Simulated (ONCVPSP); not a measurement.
Pseudopotential generation for Mn (Z = 25): ONCV, PBE, scalar-relativistic.

Mn, optimised norm-conserving Vanderbilt (ONCV), made with ONCVPSP 4.0.1 (PBE, scalar-relativistic). Core [Ne] 3s2, reference 3p6 3d5 4s2. Waves: 4s: rc 1.90 bohr, ncon 3, nbas 6, qcut 3.6 1/bohr, 2 projectors, debl 1.5 Ha; 3p: rc 1.25 bohr, ncon 3, nbas 6, qcut 13.8 1/bohr, 3 projectors, debl 1.9 Ha; 3d: rc 1.00 bohr, ncon 4, nbas 9, qcut 8.4 1/bohr, 2 projectors, debl 1.5 Ha. Local part: polynomial inside 1.00 bohr (lpopt 5, dvloc0 0 Ha). Core correction: none.

In the p channel the program set the typed energies aside and used -2.006, 0.250, 2.150 Ha.

Poles of the logarithmic derivatives, all-electron (AE) and pseudo (PS). s: poles at -3.1, 3.0 (AE) and -2.6, 3.0 (PS) Ha. p: poles at -0.8 (AE) and -0.8 (PS) Ha. d: poles at 2.7 (AE) and 2.7 (PS) Ha. Test radii: s 1.92, p 1.27, d 1.01 bohr.

- Cutoffs needed: 304 Ha and 385 Ha (the cutoffs (Ha) at which the residual kinetic energy of the hardest occupied pseudo-wave falls to 1 and 0.1 mHa per electron)
- Ghost test: ghosts flagged at negative energy: s at -72.4 eV; GHOST(+) flags only above 600 eV; a true bound ghost makes a file unfit for plane-wave use
- Configuration tests: 2 of 4 tests not solved or not reliable
